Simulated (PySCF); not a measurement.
## Telling isomers of C7H12F2Si apart by NMR

[PySCF 2.14.0 with density-fitted response routines: shielding tensors at PBE0/pcSseg-1 (GIAO); structure optimised with GFN2-xTB; non-relativistic; rapidly exchanging positions averaged; one computed conformer; in vacuum]

Chemical shifts δ = σref − σ; 1H (σref 31.72) and 13C (σref 186.93) against TMS, all at this level. Splittings of carbon signals by F and P are missing where no couplings were computed. Where no couplings were computed, multiplicities follow the n + 1 count of equivalent neighbours, and m marks all less simple cases (inequivalent or close neighbours, rings, F or P nearby). Shifts are as computed. Against solution values, carbons near 30 ppm lie about +3 ppm off and those near 130 ppm about +5 ppm. Of 1309 compounds with measured shifts, 239 miss one by over three times the rms of a fit or turn the order of signals round; such compounds aren't used in these exercises.

(1) Tabulate the signals of `C=CC[SiH2]/C(CF)=C(/C)F`, `C[SiH2]C1=C[C@@H](F)CC[C@@H]1F` and their relative energies.

(2) What is the quickest way to tell C=CC[SiH2]/C(CF)=C(/C)F from C[SiH2]C1=C[C@@H](F)CC[C@@H]1F?

Results:

(1) 
| SMILES | carbon types | δC | δH | E rel. (kcal/mol) |
| --- | --- | --- | --- | --- |
| C=CC[SiH2]/C(CF)=C(/C)F | 2×C 1×CH 3×CH2 1×CH3 | 172.5, 143.8, 120.3, 110.5, 85.3, 23.5, 20.9 | 6.28 (m, 1H), 5.40 (m, 2H), 5.35 (m, 1H), 5.22 (m, 1H), 4.18 (t, 2H), 2.39 (m, 3H), 1.92 (m, 2H) | 27.0 |
| C[SiH2]C1=C[C@@H](F)CC[C@@H]1F | 1×C 3×CH 2×CH2 1×CH3 | 150.7, 147.4, 95.1, 92.1, 32.9, 32.4, -9.6 | 6.33 (m, 1H), 5.40 (m, 1H), 5.39 (m, 1H), 4.59 (m, 1H), 4.51 (m, 1H), 2.30 (m, 1H), 2.29 (m, 1H), 1.78 (m, 1H), 1.76 (m, 1H), 0.23 (m, 3H) | 0.0 |

Energies are electronic energies at PBE0/pcSseg-1 on these geometries, without zero-point or thermal terms, each for the one conformer computed, which needn't be the lowest.

(2) Both give the same number of carbon signals, but DEPT or the intensities differ. The first has a terminal =CH2 carbon at 120.3 ppm, the second an allylic sp3 CH bonded to F at 92.1 ppm. Their most deshielded carbons lie at 172.5 and 150.7 ppm.
